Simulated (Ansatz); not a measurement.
A structure relaxed at PBE-D4/def2-SVP in Ansatz, charge 0, septet:

```xyz
10

Ti    0.2659    1.2354    2.2870
Ti   -1.6893   -1.7127    0.9300
Ti   -1.1951    0.5734    0.1260
Ti   -2.3604   -0.9373   -1.6628
Ti    0.7609    2.2315    0.0809
Ti   -0.3757    0.8085   -2.2144
Ti   -0.1570   -1.8304   -1.0790
Si    1.5402   -0.0064   -0.9103
Si    2.5063    0.6800    1.2463
Si    0.7040   -1.0421    1.1963
```

Question: Give its formula.

Answer: the cluster Ti₇Si₃.

Question: Summarise the bond lengths by kind (pairs closer than 1.2 times the sum of covalent radii, bridged metal pairs left out).

Answer: 14 × Ti–Ti 2.45 to 3.79 Å; 10 × Si–Ti 2.46 to 2.98 Å; 3 × Si–Si 2.46 to 2.49 Å.

The charge 0 septet is spin-contaminated (final ⟨S²⟩ up to 12.45, 12.00 for a pure state). The relaxation made no stability test and no search for a lower SCF solution. No other spin state of charge 0 was run. The structure comes from a short search, and lower isomers may exist.
